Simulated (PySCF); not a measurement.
B2F4, SMILES FB(F)B(F)F (connectivity only; charge and spin as stated), charge +1, multiplicity 2. Atoms are numbered in the order given.

```xyz
6

F      0.8383    -0.8383    -1.4657
B      0.0000     0.0000    -1.0169
F     -0.8383     0.8383    -1.4657
B      0.0000     0.0000     1.0169
F      0.8383     0.8383     1.4657
F     -0.8383    -0.8383     1.4657
```
Charge +1, spin multiplicity 2.

Coordinates come from a PBE0-D3(BJ)/def2-SVP optimisation. The spin state was assumed, not searched. The values are those of a single conformer.

Two levels are set side by side: PBE/pcH-1 (PySCF) and PBE0/pcH-1 (PySCF). Contact hyperfine couplings, same geometry. Differences are taken from unrounded values.

| quantity | PBE0 |
|---|---|
| A(iso) of 19F, atom F1 (MHz) | 231.8 |
| A(iso) of 11B, atom B2 (MHz) | 205.9 |
| A(iso) of 19F, atom F3 (MHz) | 231.8 |
| A(iso) of 11B, atom B4 (MHz) | 205.9 |
| A(iso) of 19F, atom F5 (MHz) | 231.8 |
| A(iso) of 19F, atom F6 (MHz) | 231.8 |

**Question.** What does PBE give, and how far is it from PBE0? (Estimate from the structure and the level; the computed values follow.)

**Answer.** 
```tsv
quantity	PBE	PBE minus PBE0
A(iso) of 19F, atom F1 (MHz)	205.7	-26.1
A(iso) of 11B, atom B2 (MHz)	206.8	0.9
A(iso) of 19F, atom F3 (MHz)	205.7	-26.1
A(iso) of 11B, atom B4 (MHz)	206.8	0.9
A(iso) of 19F, atom F5 (MHz)	205.7	-26.1
A(iso) of 19F, atom F6 (MHz)	205.7	-26.1
```

Rough cost on one machine, each run with all the roots and properties that it gave: PBE0 against PBE within a factor of 2.
